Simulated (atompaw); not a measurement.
What one change does to a pseudopotential (N, PAW (atompaw))

nitrogen, PAW, made with atompaw 4.2.0.5 (LDA (PW92), scalar-relativistic). Core [He], reference 2s1.5 2p3.5. Waves: 2s (bound): rc 1.70 bohr; 2s channel at -0.65 Ry: rc 1.25 bohr; 2p (bound): rc 1.70 bohr; 2p channel at -0.05 Ry: rc 1.70 bohr; 3d channel at 0.2 Ry: rc 1.70 bohr. Local part: troulliermartins scheme with l = 3 at 0 Ry, radius 1.60 bohr. Core correction: smooth core density matched at 1.05 bohr. Augmentation charge: besselshape compensation charge, radius 1.50 bohr; PAW radius 1.70 bohr; waves and projectors: custom rrkj vanderbiltortho.

All-electron outer shells of the reference configuration (LDA (PW92), scalar-relativistic, ld1.x):

| shell | level (eV) | outermost node (bohr) | outermost maximum (bohr) |
| --- | --- | --- | --- |
| 1s | -381.87 | – | 0.15 |
| 2s | -18.65 | 0.32 | 1.02 |
| 2p | -7.44 | – | 0.97 |

Change: all radii scaled by about 1.14 (s 1.94, p 1.94, d 1.94 bohr); local potential troulliermartins scheme with l = 3 at 0 Ry, radius 1.82 bohr; augmentation besselshape compensation charge, radius 1.72 bohr; PAW radius 1.94 bohr; waves and projectors: custom rrkj vanderbiltortho; core correction smooth core density matched at 1.20 bohr.

Cutoffs: the cutoffs (Ry, on a coarse ladder) from which the occupation-weighted sum of valence levels, in a spherical-Bessel basis at the reference potential, stays within 10 and 1 mRy of its value at 400 Ry; they do not see the model core or the augmentation charge, which bear on the density cutoff.

Question: What does the change do?

Answer: The potential gets softer (25 Ry and 30 Ry → 18 Ry and 25 Ry); neither file shows a bound ghost. A larger radius leaves more room for a smooth pseudo-wave, so fewer plane waves are needed.

| quantity | base | changed |
| --- | --- | --- |
| cutoff, loose | 25 Ry | 18 Ry |
| cutoff, tight | 30 Ry | 25 Ry |
| loose cutoff by channel (10 mRy a level) | s 12 Ry, p 21 Ry | s 10 Ry, p 15 Ry |
| bound ghosts | none | none |
| lowest overlap eigenvalue by channel | s 0.07, p 0.95, d 0.77 | s 0.24, p 1.00, d 0.90 |

 The cutoffs see the waves, projectors and local potential, not the compensation charge or the core.
